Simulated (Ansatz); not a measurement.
Ansatz (a first-principles code) input (r2SCAN0/def2-TZVPD):

Ansatz 0.2 input:
```yaml
crystal:
  periodic: [false, false, false]
  atoms:
    - {symbol: B, position_ang: [-0.00000000, -0.00000000, -0.73477070]}
    - {symbol: N, position_ang: [0.00000000, 0.00000000, 0.57007214]}
    - {symbol: H, position_ang: [-0.00000000, -0.00000000, -1.90320192]}
    - {symbol: H, position_ang: [0.00000000, 0.00000000, 1.58655045]}
basis:
  gaussian:
    orbitals: def2-TZVPD
hamiltonian:
  xc: {name: r2SCAN0}
total_charge: 1
magnetization: {spin_polarized: true, initial_magnetization: 1}
output: {forces: true}
```

Output:

```
Functional definition: r2SCAN0
integrals: 0.01 GiB planned
446 factors; their error is unknown
mean field: 0.26 GiB planned
mean field evaluation 1: about -2160.4640 eV, gradient 7.1e1 eV
mean field evaluation 2: about -2096.6451 eV, gradient 1.1e2 eV
mean field evaluation 4: about -2181.6454 eV, gradient 2.9e1 eV
mean field evaluation 8: about -2186.9006 eV, gradient 3.4e-1 eV
mean field evaluation 16: about -2186.9007 eV, gradient 3.0e-3 eV
mean field evaluation 32: about -2182.1572 eV, gradient 3.1e0 eV
mean field -2186.90072851 eV, -80.3671194383 hartree, gradient 7.8e-5 eV, S^2 0.756521; 2 other end points of the search recorded, 0 dependent functions left out
the calculation of the forces begins
reference -2186.90073553 eV, -80.3671196960 hartree; 7, 6 occupied and 85, 86 virtual orbitals, 446 factors
Total energy: -2186.90073553 eV, -80.3671196960 hartree
Atom 0 at    -0.000000    -0.000000    -0.734771 Å, force    -0.000000    -0.000000     0.234613 eV/Å
Atom 1 at     0.000000     0.000000     0.570072 Å, force    -0.000000    -0.000000     0.008794 eV/Å
Atom 2 at    -0.000000    -0.000000    -1.903202 Å, force     0.000000     0.000000     0.013675 eV/Å
Atom 3 at     0.000000     0.000000     1.586550 Å, force     0.000000     0.000000    -0.257082 eV/Å
Dipole moment:     0.000000    -0.000000    -0.068854 e Å
```
